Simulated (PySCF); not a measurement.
SMILES c1ccc(cc1O[SiH3])C (C7H10OSi), singlet (GFN2-xTB optimised geometry):

```
19

C     -2.784    -1.891     0.012
C     -2.015    -0.605     0.000
C     -2.687     0.613    -0.001
C     -1.981     1.802    -0.002
C     -0.598     1.799    -0.001
C      0.085     0.590     0.000
O      1.432     0.517     0.000
Si     2.627     1.616     0.046
C     -0.630    -0.605     0.000
H     -2.122    -2.743    -0.114
H     -3.525    -1.900    -0.786
H     -3.314    -2.002     0.958
H     -3.767     0.626    -0.002
H     -2.511     2.743    -0.004
H     -0.039     2.722    -0.001
H      3.767     0.715     0.021
H      2.572     2.509    -1.114
H      2.551     2.422     1.268
H     -0.079    -1.533     0.000
```

Computed with B3LYP/def2-SVP run with PySCF 2.14.0.

Q: What are the frontier orbital energies and the dipole moment?

A: HOMO-2 -8.60 eV, HOMO-1 -6.83 eV, HOMO -6.26 eV, LUMO -0.10 eV, LUMO+1 0.03 eV; dipole moment 0.45 D.

Meta-Löwdin charges at B3LYP/def2-SVP: C1 -0.29, C2 0.04, C3 -0.13, C4 -0.09, C5 -0.16, C6 0.22, O7 -0.56, Si8 0.77, C9 -0.15, H10 0.10, H11 0.10, H12 0.11, H13 0.10, H14 0.10, H15 0.10, H16 -0.11, H17 -0.13, H18 -0.13, H19 0.10.
